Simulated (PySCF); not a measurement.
Curvature of the energy in the electron number along the third row, charge +1

Calculated with PySCF 2.14, in def2-TZVP, non-relativistic: one orbital is emptied in steps, and each cell gives the departure of E from the straight line at half an electron, in eV (from a cubic fit). The exact functional gives zero.

| species | orbital | LDA | PBE | r2SCAN | PBE0 | BHandHLYP | LC-wPBE | UHF |
| --- | --- | --- | --- | --- | --- | --- | --- | --- |
| Mg⁺ | 3s alpha | -0.78 | -0.83 | -0.65 | -0.61 | -0.46 | -0.04 | 0.00 |
| Al⁺ | 3s beta | -0.99 | -1.00 | -0.81 | -0.73 | -0.55 | -0.09 | 0.05 |
| Si⁺ | 3p alpha | -1.08 | -1.05 | -0.97 | -0.77 | -0.51 | -0.10 | 0.09 |
| P⁺ | 3p alpha | -1.24 | -1.20 | -1.11 | -0.86 | -0.55 | -0.16 | 0.14 |
| S⁺ | 3p alpha | -1.39 | -1.35 | -1.23 | -0.97 | -0.60 | -0.24 | 0.18 |
| Cl⁺ | 3p beta | -1.41 | -1.36 | -1.24 | -0.96 | -0.61 | -0.23 | 0.25 |
| Ar⁺ | 3p beta | -1.56 | -1.51 | -1.38 | -1.06 | -0.64 | -0.32 | 0.30 |

Question: How does the mean departure depend on the functional?

Answer: LDA -1.21 eV; PBE -1.19 eV; r2SCAN -1.06 eV; PBE0 -0.85 eV; BHandHLYP -0.56 eV; LC-wPBE -0.17 eV; UHF 0.14 eV. Semilocal functionals are convex (delocalisation error), Hartree-Fock is concave or straight, and exact exchange removes curvature roughly in proportion to its share, so among the functionals the range-separated hybrids usually come closest to zero.
